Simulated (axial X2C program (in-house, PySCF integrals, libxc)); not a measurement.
**Worked dissociation energy of PdB⁻: PBE0, without spin–orbit coupling**

All values were computed with an in-house relativistic program for diatomic molecules. Spin-free means the one-electron spin-free X2C Hamiltonian. Basis: Pd dyall-acv3z [13s13p9d5f3g], B dyall-av3z [8s7p3d2f] (cores contracted in-house); Gaussian nuclei, density fitting, unrestricted open shells. Masses: Pd 105.903 u, B 11.009 u.

Molecular state: M_S = 0, Λ = 0 (closed shell).

| Item | Value |
| --- | --- |
| E(Pd-) (2M_S = 1, M_L = 0) | -5045.035162 hartree |
| E(B) (2M_S = 1, M_L = 0) | -24.626671 hartree |
| E(PdB⁻) at Re | -5069.816736 hartree |
| ωe | 761.7 cm⁻¹ |
| ωexe | 4.29 cm⁻¹ |

Problem. Work out De and D0.

Solution. De = -5045.035162 + (-24.626671) − (-5069.816736) = 0.15490 hartree = 4.215 eV. The zero-point energy is ωe/2 − ωexe/4 = 380 cm⁻¹ = 0.047 eV, so D0 = 4.168 eV.

The state is one determinant whose occupation by symmetry is held fixed; it was picked as the lowest of a PBE0 search that is not exhaustive. Closed shells are restricted here (equal orbitals for both partners); the stretched side of such a curve lies too high. Dissociation energies refer to the lowest single-determinant-based atoms at the same level and basis. The highest occupied level of some functionals is positive through self-interaction error; at Hartree–Fock it is bound.

Each atomic determinant is the lowest at this level and need not be a pure term. Totals compare only within one Hamiltonian and basis.
